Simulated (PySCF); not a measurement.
Correlation energy of F⁻ (fluorine, charge -1)

[Ne], closed-shell 1S. All numbers are calculated (PySCF 2.14, the non-relativistic Hamiltonian (point nucleus), in aug-cc-pwCVTZ (7s6p4d2f, 59 functions)). Frozen: 1s2; 8 electrons correlated.

| level | correlation energy (mhartree) |
| --- | --- |
| CCSD | -294.88 |
| (T) | -10.71 |
| CCSD(T) | -305.59 |

Diagnostics: T1 = 0.020, D1 = 0.0327, largest double amplitude 0.036.

Cost of the coupled-cluster step: about 1.3 core-seconds, for 8 correlated electrons.

Iterations:

```
CC2 = 0
CCSD nocc = 4, nmo = 58
frozen orbitals [0]
max_cycle = 100
direct = 0
conv_tol = 1e-08
conv_tol_normt = 1e-06
diis_space = 8
diis_start_cycle = 0
Init t2, MP2 energy = -99.7531369640539  E_corr(MP2) -0.302270208538819
Init E_corr(CCSD) = -0.302270208544848
cycle = 1  E_corr(CCSD) = -0.285870932465731  dE = 0.0163992761  norm(t1,t2) = 0.0621782
cycle = 2  E_corr(CCSD) = -0.296207410663549  dE = -0.0103364782  norm(t1,t2) = 0.0285393
cycle = 3  E_corr(CCSD) = -0.294518918828944  dE = 0.00168849183  norm(t1,t2) = 0.0210164
cycle = 4  E_corr(CCSD) = -0.294771993920478  dE = -0.000253075092  norm(t1,t2) = 0.0042314
cycle = 5  E_corr(CCSD) = -0.29493639658041  dE = -0.00016440266  norm(t1,t2) = 0.00046558
cycle = 6  E_corr(CCSD) = -0.294896094045707  dE = 4.03025347e-05  norm(t1,t2) = 0.000147566
cycle = 7  E_corr(CCSD) = -0.294883026616025  dE = 1.30674297e-05  norm(t1,t2) = 3.80542e-05
cycle = 8  E_corr(CCSD) = -0.294884231558479  dE = -1.20494245e-06  norm(t1,t2) = 1.24351e-05
cycle = 9  E_corr(CCSD) = -0.29488410918144  dE = 1.2237704e-07  norm(t1,t2) = 1.10171e-06
cycle = 10  E_corr(CCSD) = -0.294884063738312  dE = 4.54431277e-08  norm(t1,t2) = 2.56357e-07
cycle = 11  E_corr(CCSD) = -0.294884071664253  dE = -7.92594074e-09  norm(t1,t2) = 4.68654e-08
CCSD converged
E(CCSD) = -99.74575082717935  E_corr = -0.2948840716642527
CCSD(T) correction = -0.0107076349347413
```
